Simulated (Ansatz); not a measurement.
Compare A (`O[SiH2][SiH2]CF`) with its isomer B (`CO[SiH2][SiH2]F`).

Calculated with Ansatz (gas phase, PBE0-D4/def2-TZVP geometries, no zero-point term in ΔE). CBS: MP2 limit from def2 TZ/QZ plus the TZ coupled-cluster correction, frozen cores. Functionals use def2-TZVPP. B3LYP here is the variant with VWN-RPA as its local correlation; programs differ in this. Each species was taken in one conformer, which may not be the lowest.

Q: Which isomer does CCSD(T)/CBS put lower? Give the gap. (Best estimate.)

A: The calculation gave: B, by 143.6 kJ/mol.

Q: Give E(B) − E(A) in kJ/mol with MP2/def2-TZVPP, r2SCAN-D4, ωB97M-V, B3LYP, CCSD(T)/def2-TZVPP, PBE0-D4, CCSD/def2-TZVPP. (Best estimate.)

A: Ansatz gave: MP2/def2-TZVPP -148.0, r2SCAN-D4 -138.1, ωB97M-V -138.8, B3LYP -141.5, CCSD(T)/def2-TZVPP -142.5, PBE0-D4 -132.5, CCSD/def2-TZVPP -144.7. None reverses the order clearly.

Largest T1 diagnostic: 0.012.

From PBE to PBE0 (25 % exact exchange), in def2-TZVPP and without D4, E(B) − E(A) moves by −5.6 kJ/mol. In def2-TZVPP, CCSD(T) changes the Hartree–Fock value by +15.2 kJ/mol (the triples alone add +2.3 kJ/mol) and MP2 by +9.7 kJ/mol.
